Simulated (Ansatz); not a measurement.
BrH3O3Zr (`[OH][Zr]([OH])([OH])[Br]`), relaxed with RKS PBE0-D4/def2-TZVP in Ansatz from a GFN2-xTB geometry. The force threshold is 0.005 eV/Å; the program also tests the step.

The species carries charge 0 and has multiplicity 1. Zr takes the def2 core potential.

Start:

```xyz
8

O    -1.384    1.025    0.684
Zr   -0.106   -0.021   -0.189
O     1.632    0.628    0.036
O    -0.271   -1.841    0.200
Br   -0.270    0.350   -2.644
H    -1.622    1.228    1.594
H     2.177    1.044   -0.646
H    -0.155   -2.413    0.965
```

```csv
step,energy (eV),largest force (eV/Å),largest move (Å)
1,-77511.9319,2.045,0.000
2,-77512.2690,0.332,0.195
3,-77512.3112,0.297,0.139
4,-77512.3865,0.183,0.200
5 (rejected),-77512.3862,1.525,0.108
6,-77512.4022,0.131,0.052
7,-77512.4215,0.144,0.099
8,-77512.4347,0.022,0.140
9,-77512.4358,0.005,0.039
10 (rejected),-77512.4357,0.051,0.025
11,-77512.4359,0.034,0.013
12,-77512.4360,0.006,0.007
13,-77512.4360,0.002,0.005
```

End:

```xyz
8

O    -1.215    1.136    0.774
Zr   -0.090    0.012   -0.284
O     1.719    0.617   -0.179
O    -0.210   -1.793    0.330
Br   -0.858    0.115   -2.705
H    -1.840    1.480    1.405
H     2.517    1.102    0.006
H    -0.022   -2.669    0.652
```

It took 50 s on 4 threads of an Intel Xeon Platinum 8488C on a shared host, with 0.63 GiB of host memory at the peak.
